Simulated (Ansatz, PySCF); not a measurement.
Gas-phase reaction (SMILES): F[Si](F)(F)Br + 3 [SiH4] (SiH4) → 3 F[SiH3] [fluorosilane] + [SiH3]Br [bromosilane]; bond separation energy.

Geometries: B3LYP-D3(BJ)/def2-TZVP minima from Ansatz (a first-principles code). Cores are frozen in the correlated levels unless marked. No spin-orbit coupling. The frozen core is the preceding noble-gas configuration, with the filled d and f shells of earlier blocks. Non-relativistic. Basis-set limits of correlation are two-point, X^-3; Hartree-Fock from the larger set. Thermal terms are rigid-rotor harmonic-oscillator values from B3LYP-D3(BJ) frequencies (Ansatz or PySCF) at 298.15 K and 1 atm. 1 Eh = 627.5095 kcal/mol.

| species | E, CCSD(T)/CBS(def2-TZVPP,def2-QZVPP) (Ansatz) (Eh) | E, wB97M-V/def2-TZVPD (Ansatz) (Eh) | H - E (Eh) | G - E (Eh) |
|---|---|---|---|---|
| F[Si](F)(F)Br | -3161.39214 | -3163.36436 | 0.01712 | -0.01920 |
| F[SiH3] | -390.71798 | -391.18682 | 0.03157 | 0.00450 |
| [SiH3]Br | -2863.59421 | -2865.31989 | 0.03025 | 0.00042 |
| [SiH4] (SiH4) | -291.45853 | -291.84546 | 0.03520 | 0.01198 |

Question: Work out ΔE and ΔH, ΔG, ΔS and the equilibrium constant at 298.15 K at the first level, then ΔH at the second.

Answer: 
1. ΔE = [3×(-390.71798) + (-2863.59421)] - [(-3161.39214) + 3×(-291.45853)] = 0.01958 Eh = 12.3 kcal/mol at CCSD(T)/CBS(def2-TZVPP,def2-QZVPP).
2. The terms H - E add up to 0.00224 Eh, so ΔH = (0.01958 + (0.00224))×627.5095 = 13.7 kcal/mol.
3. The terms G - E add up to -0.00282 Eh, so ΔG = 10.5 kcal/mol, and ΔS = (0.00224 - (-0.00282))×627509.5/298.15 = 10.6 cal/(mol K).
4. log10 K = -ΔG/(RT ln 10) = -7.7, with RT ln 10 = 1.3642 kcal/mol.
5. At wB97M-V/def2-TZVPD the same steps give ΔE = 12.8 and ΔH = 14.2 kcal/mol, a shift of +0.5 from the first level.
6. These values are not checked against measurement here, since the tables used lack a sound gas-phase enthalpy of formation for at least one species.
